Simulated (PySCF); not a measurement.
How methods differ on the ionisation energy of Hg(77+)

Hg(77+) [He] 2s1 (2S) → Hg(78+) 1s2 (1S), as a difference of total energies. Computed with PySCF 2.14 in an even-tempered Gaussian basis (18 s from 60 bohr⁻², ratio 2.2; 8 p from 91 bohr⁻², ratio 2.4; 5 d from 270 bohr⁻², ratio 2.4; 5 f from 410 bohr⁻², ratio 2.4; 4 g from 620 bohr⁻², ratio 2.4), with scalar relativity by spin-free X2C-1e. Correlated levels: nothing frozen; virtual orbitals above 40 to 60 times the deepest correlated orbital energy dropped. The calculations carry no spin-orbit coupling.

| method | ionisation energy (eV) | difference from reference (eV) |
| --- | --- | --- |
| UHF | 23579.2 | +35.1 |
| LDA | 23564.2 | +20.1 |
| PBE | 23588.4 | +44.3 |
| PBE0 | 23586.1 | +42.0 |
| r2SCAN | 23575.0 | +30.9 |
| B2PLYP | 23583.9 | +39.8 |
| revPBE | 23588.7 | +44.6 |
| MP2 (all electrons) | 23579.4 | +35.3 |
| SCS-MP2 (all electrons) | 23579.4 | +35.3 |

Reference: 23544.1 ± 0.3 eV (theoretical estimate listed by NIST; NIST Atomic Spectra Database, ionization energies).

For this ion Breit and QED terms and the two-electron picture change, all absent here, outweigh the differences among the correlated methods.
